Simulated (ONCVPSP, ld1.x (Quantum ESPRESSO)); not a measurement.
**Pseudopotentials across the periodic table**

Generated with ld1.x 7.5 (TM, RRKJ, ultrasoft, PAW), atompaw 4.2 or ONCVPSP 4.0.1. The cutoff is in Ry: for ld1.x and atompaw files where the sum of valence levels is converged to 10 mRy in a Bessel basis, for ONCV files where the hardest occupied wave has 1 mHa per electron of residual kinetic energy. The error is the largest all-electron minus pseudo excitation energy over each file’s own four to seven test configurations (ionisations up to +4, promotions, holes and added fractions of an electron), all of which were solved. The labels leave out finer settings (local radius, basis sizes, second energies), which also bear on the numbers. Spin-polarised tests are not counted. The rows are a selection from randomly drawn settings: files with unsolved tests, undetermined cutoffs or missed reference levels are left out.

A true bound ghost makes a file unfit for plane-wave use even where its test errors are small: the radial tests pick states by their node count and pass the ghost by.

| element | potential | cutoff (Ry) | largest error (meV) | bound ghosts |
| --- | --- | --- | --- | --- |
| N | ultrasoft, PBE, scalar-relativistic, rc 1.20/1.65 (sp), local smoothed, core correction yes, reference 2s2 2p3 | 25 | +584 | none |
| N | ONCV, PBE, scalar-relativistic, rc 0.70/1.90 (sp), local s, core correction no, reference 2s1.5 2p3.5, qcut 9.2/7.2, projectors 0/2 | 60 | +1614 | none |
| Zn | ONCV, LDA (Perdew-Zunger), scalar-relativistic, rc 1.20/1.00/1.00 (spd), local d, core correction yes, reference 3s2 3p6 3d10 4s2, qcut 11.1/12.8/18.2, projectors 2/3/0 | 228 | -80 | none |
| Ru | ONCV, LDA (Perdew-Zunger), scalar-relativistic, rc 2.65/2.45/1.95 (spd), local smoothed, core correction yes, reference 4d7 5s1, qcut 2.7/3.8/7.4, projectors 2/1/2 | 40 | -275 | s, p |
| Ta | ONCV, PBE, scalar-relativistic, rc 1.60/2.20/3.05 (spd), local smoothed, core correction yes, reference 5s2 5p6 5d3 6s2, qcut 5.9/7.4/4.8, projectors 2/2/2 | 100 | +35 | none |
| Au | ONCV, PBE, scalar-relativistic, rc 1.35/1.70/2.30 (spd), local smoothed, core correction yes, reference 5s2 5p6 5d9, qcut 7.6/8.8/5.5, projectors 2/2/2 | 48 | -346 | none |
| Bi | TM, PBE, scalar-relativistic, rc 1.45/2.05/1.60 (spd), local p, core correction yes, reference 5d10 6s2 6p2.75 | 70 | -174 | none |
| Bi | ultrasoft, PBE, fully relativistic, rc 1.95/2.80/1.20 (spd), local smoothed, core correction yes, reference 5d10 6s2 6p2.75 | 80 | -174 | s, p3/2, p1/2 |

Question: Fill in the row for N: ONCV, LDA (Perdew-Zunger), non-relativistic, rc 1.10/2.30 (sp), local s, core correction yes, reference 2s2 2p2.5, qcut 6.9/5.3, projectors 0/2.

Answer: cutoff 41 Ry, largest error +865 meV, bound ghosts: none.

Question: Fill in the row for Rb: ONCV, PBEsol, non-relativistic, rc 2.00/2.40/2.45 (spd), local smoothed, core correction yes, reference 4s2 4p6 5s1, qcut 6.9/6.3/4.2, projectors 2/2/2.

Answer: cutoff 28 Ry, largest error -12 meV, bound ghosts: none.
